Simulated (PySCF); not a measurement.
# BPt: one state, many levels of theory

State: doublet, unpaired electrons σ ↑. Set-up: B x2c-TZVPPall, Pt x2c-TZVPPall; spin-free X2C with a Gaussian nucleus (PySCF 2.14). De refers to B + Pt (5d9 6s1) in their high-spin ground configurations, without counterpoise correction. The functionals are run spin-unrestricted. A positive dipole means B(−)Pt(+). Levels whose curve was spin-contaminated or gave no clean fit are not listed.

```csv
Level,Re (Å),ωe (cm⁻¹),De (eV),μ (D),"CPU s a point (SCF and correlation, without the integrals)"
ROHF,1.771,846,n/a,1.67,5.4
PBE,1.754,924,6.33,0.99,4.2
BLYP,1.763,905,5.97,0.93,4.5
r²SCAN,1.736,960,6.22,1.03,6.1
TPSSh,1.752,927,5.72,1.16,10
r²SCANh,1.735,960,5.94,1.06,11
PBE0,1.746,934,5.61,1.14,10
MN15,1.745,929,5.56,0.89,11
ωB97M-V,1.747,914,5.39,1.39,34
```

Q: What does a quarter of exact exchange do here, going from PBE to PBE0?

A: PBE0 less PBE: -0.8 pm in Re, +1.1 % in ωe, -0.72 eV in De. Exact exchange removes part of the self-interaction that spreads semilocal densities, and in most molecules shortens and stiffens the bond and lowers De; so it does here.

The metal atom is held in its measured ground configuration; semilocal functionals can put another filling of s and d lower by some tenths of an eV, and De to that atom would be smaller. Spin–orbit coupling is left out, which matters for elements this heavy, above all for dissociation energies. With d or f electrons several states lie close, and the lowest PBE0 determinant need not be the measured ground state.

The whole job (state search and all levels along the bond) took about 19 min on 2 threads of Arm Neoverse V1 (shared host), peak memory 9.1 GiB.
